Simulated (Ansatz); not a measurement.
`C[BH][AlH][AlH2]` + `N[SiH2]F` → `F[SiH2][NH][AlH2]` + `C[BH][AlH2]` at 298.15 K and 1 bar (cleavage of the Al–Al bond).

Calculated with Ansatz (gas phase, PBE0-D4/def2-TZVP geometries, no zero-point term in ΔE). CCSD(T)/CBS adds triple-zeta CCSD(T) − MP2 to the extrapolated MP2 energy (def2 sets, frozen cores). One conformer a species, not always the lowest.

```
            species  CCSD(T)/CBS energy (Eh)  H − E (kJ/mol)  S (J/(mol·K))
 `C[BH][AlH][AlH2]`               -551.02087           202.9          380.5
         `N[SiH2]F`               -446.07709           135.8          281.7
`F[SiH2][NH][AlH2]`               -688.71689           151.7          334.1
      `C[BH][AlH2]`               -308.41859           177.5          309.9
```

H − E and S are ideal-gas, rigid-rotor, harmonic terms from PBE0-D4/def2-TZVP, for one conformer and one mirror image of each species. 1 Eh = 2625.50 kJ/mol, R = 8.31446 J/(mol·K).

**Question.** By hand: ΔE, ΔH, ΔS and ΔG.

**Answer.** ΔE = (-688.71689) + (-308.41859) − (-551.02087) − (-446.07709) = -0.03752 Eh = -98.5 kJ/mol. Δ(H − E) = 151.7 + 177.5 − 202.9 − 135.8 = -9.5, so ΔH = -108.0 kJ/mol. ΔS = 334.1 + 309.9 − 380.5 − 281.7 = -18.2 J/(mol·K). ΔG = -108.0 − 298.15 × (-18.2)/1000 = -102.6 kJ/mol.

**Question.** By hand: the equilibrium constant, and the temperature at which ΔG would vanish if ΔH and ΔS stayed fixed.

**Answer.** log₁₀ K = −ΔG/(RT ln 10) = 18.0. ΔG = 0 at ΔH/ΔS = 5934 K, far beyond where these terms or the molecules hold.

ΔH outweighs TΔS. A doubt of 5 kJ/mol in ΔE shifts log₁₀ K by 0.9 here. Other conformers and mirror images would add mixing entropy, several J/(mol·K) or more a flexible species. Modes under 60 cm⁻¹, often nearly free rotors, make the harmonic entropy too high. These are equilibria of isolated gas molecules and say nothing of rates. Largest T1 diagnostic: 0.013 (customary marks: 0.02 for closed shells, 0.045 for open ones).
